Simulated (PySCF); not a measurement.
Computed structure and properties of Eu4S4

System: Eu4S4 (singlet in the valence; each metal's 4f electrons, 7 of them, lie in its core potential, out of spins and levels); start: template (Td). Method: PySCF 2.14.0, RKS B3LYP, Eu lcecp-0-SVP with ECP53, S def2-SVP; non-relativistic Hamiltonian with scalar-relativistic core potentials where named; density fitting; no spin-orbit coupling.

Input of the relaxation:

```python
mol = gto.M(atom='''
Eu     1.40070     1.40070     1.40070
Eu     1.40070    -1.40070    -1.40070
Eu    -1.40070     1.40070    -1.40070
Eu    -1.40070    -1.40070     1.40070
S      1.47070     1.47070    -1.47070
S      1.47070    -1.47070     1.47070
S     -1.47070     1.47070     1.47070
S     -1.47070    -1.47070    -1.47070''',
    basis={'Eu': 'lcecp-0-SVP', 'S': 'def2-SVP'},
    ecp={'Eu': 'lcecp-0-SVP'},
    charge=0, spin=0)
mf = dft.RKS(mol, xc='B3LYP')
mf.grids.atom_grid = (50, 194)  # f atoms: unpruned, at least (60, 302)
mf = mf.density_fit()  # fitting sets: Eu AutoAux, S def2-universal-JKFIT
mf.conv_tol = 1e-08; mf.max_cycle = 55
mf.kernel(dm0)  # dm0: converged density of the start geometry
# quasi-Newton relaxation in Cartesian coordinates to a largest gradient under 0.00045 Eh/bohr, steps kept in the point group
```

Run from Python with OMP_NUM_THREADS=4; the lines above give its settings. Where DIIS fails, smearing, a level shift and second-order steps follow.
It took 67 s on 4 threads of AMD EPYC 7R43 64-Core Processor (Zen 3) (shared host), from the converged density of the start.

Course of the relaxation:

```json
{"step": "0", "energy above end (eV)": "0.0084", "largest force component within the symmetry (eV/Å)": "0.091"}
{"step": "1", "energy above end (eV)": "0.0047", "largest force component within the symmetry (eV/Å)": "0.068"}
{"step": "2", "energy above end (eV)": "0.0000", "largest force component within the symmetry (eV/Å)": "0.001"}
```

Relaxed geometry (Td):

```xyz
8

Eu    1.3980    1.3980    1.3980
Eu    1.3980   -1.3980   -1.3980
Eu   -1.3980    1.3980   -1.3980
Eu   -1.3980   -1.3980    1.3980
S     1.4567    1.4567   -1.4567
S     1.4567   -1.4567    1.4567
S    -1.4567    1.4567    1.4567
S    -1.4567   -1.4567   -1.4567
```

```json
{"contact": "S5–Eu1", "Å": "2.856"}
{"contact": "S5–Eu2", "Å": "2.856"}
{"contact": "S5–Eu3", "Å": "2.856"}
{"contact": "S6–Eu1", "Å": "2.856"}
{"contact": "S6–Eu2", "Å": "2.856"}
{"contact": "S6–Eu4", "Å": "2.856"}
{"contact": "S7–Eu1", "Å": "2.856"}
{"contact": "S7–Eu3", "Å": "2.856"}
{"contact": "S7–Eu4", "Å": "2.856"}
{"contact": "S8–Eu2", "Å": "2.856"}
{"contact": "S8–Eu3", "Å": "2.856"}
```

On the finer grid (75, 302):

```
HOMO                                                          : not given (4f levels lie in the core)
LUMO                                                          : not given (4f levels lie in the core)
Dipole about the centre of mass                               : 0.00 D
Set of Mulliken populations of Eu1 outside the core potential : s 2.32, p 6.24, d 0.82, f 0.01
D3(BJ) dispersion energy (not in the energies)                : -1.396 eV
```

| atom | Mulliken (e) | Löwdin (e) | spin (e) |
| --- | --- | --- | --- |
| Eu1 | 0.60 | 0.15 | 0.00 |
| Eu2 | 0.60 | 0.15 | 0.00 |
| Eu3 | 0.60 | 0.15 | 0.00 |
| Eu4 | 0.60 | 0.15 | 0.00 |
| S5 | -0.60 | -0.15 | 0.00 |
| S6 | -0.60 | -0.15 | 0.00 |
| S7 | -0.60 | -0.15 | 0.00 |
| S8 | -0.60 | -0.15 | 0.00 |

The 4f levels lie in the core potential and are missing. Their spin isn't counted.

On the grid (50, 194), as all that follows. Harmonic modes: a minimum; lowest 76 cm⁻¹ (negative: unstable), highest 240 cm⁻¹, zero-point energy 0.191 eV.

One start shape was tried, so this needn't be the lowest isomer.

An lcecp potential fixes the number of 4f electrons, so in runs with it no electron can move into or out of that shell.
